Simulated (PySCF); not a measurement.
C₂H₉NSi.

```xyz
13

Si    -0.0614     0.1213     0.3446
C     -1.2016     1.0148    -0.8702
C      1.7206     0.3273    -0.2234
N     -0.3673    -1.5854     0.5295
H     -0.2652     0.7284     1.6958
H     -1.0894     0.6107    -1.8906
H     -2.2599     0.9058    -0.5808
H     -0.9736     2.0936    -0.9087
H      2.4190    -0.1425     0.4865
H      1.8732    -0.1410    -1.2108
H      1.9863     1.3927    -0.3188
H     -0.1590    -2.2115    -0.2437
H     -1.2141    -1.8895     1.0017
```

Geometry optimised at B3LYP-D3(BJ)/def2-SVP. One conformer was computed; it need not be the lowest.

Level of theory: PBE/pcSseg-1 (PySCF). Non-relativistic, no solvent.

Computed absolute GIAO shielding of each atom: isotropic value and principal components (ppm):
```csv
atom,σ(iso),σ11,σ22,σ33,span
Si1,345.0,300.9,352.8,381.5,80.6
C2,175.3,165.9,174.8,185.1,19.2
C3,181.5,172.0,183.7,188.7,16.7
N4,244.0,213.7,251.9,266.4,52.7
H5,26.4,23.4,24.6,31.1,7.7
H6,31.2,28.0,29.3,36.3,8.3
H7,31.0,27.5,28.5,37.1,9.6
H8,31.2,27.1,28.9,37.5,10.4
H9,30.8,26.6,28.0,37.9,11.2
H10,31.1,27.7,29.2,36.4,8.7
H11,31.2,27.1,28.7,37.8,10.7
H12,31.4,24.7,28.4,41.3,16.5
H13,31.1,24.2,26.9,42.4,18.3
```
